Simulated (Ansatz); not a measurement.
`NC([SiH3])[SiH2]O` + `OCO` → `OCO[SiH3]` + `NC[SiH2]O`  (ligand exchange at the Si–C bond)

Gas-phase electronic energies from Ansatz, PBE0-D4/def2-TZVP geometries. CCSD(T)/CBS adds triple-zeta CCSD(T) − MP2 to the extrapolated MP2 energy (def2 sets, frozen cores). This one scheme is used for every species. Functionals use def2-TZVPP. Each species was taken in one conformer, which may not be the lowest.

Q: Is it downhill or uphill in electronic energy at CCSD(T)/CBS, and by how much? (An estimate is asked.)

A: Computed: Downhill: ΔE = -84.0 kJ/mol.

Q: What do these levels give: r2SCAN-D4, ωB97X-V, ωB97M-V, B2PLYP, r2SCAN, PBE0, HF/def2-TZVPP, MP2/def2-TZVPP, CCSD/def2-TZVPP, HF/def2-QZVPP, MP2/CBS(def2), CCSD/CBS(def2)? (Best estimate.)

A: The calculation gave: r2SCAN-D4 -83.0, ωB97X-V -85.2, ωB97M-V -83.9, B2PLYP -91.3, r2SCAN -84.1, PBE0 -79.5, HF/def2-TZVPP -109.3, MP2/def2-TZVPP -85.9, CCSD/def2-TZVPP -88.2, HF/def2-QZVPP -110.8, MP2/CBS(def2) -85.2, CCSD/CBS(def2) -87.5 kJ/mol.

Largest T1 diagnostic among the species: 0.011.

The D4 term adds +6.5 kJ/mol with B3LYP and +3.6 kJ/mol with PBE0; it sums over pairs of atoms, weighted by their polarisabilities, and B3LYP, whose exchange is more repulsive, gets the larger term. From PBE to PBE0 (25 % exact exchange), in def2-TZVPP and without D4, ΔE moves by −4.8 kJ/mol.

B3LYP here is the variant with VWN-RPA as its local correlation; programs differ in this.
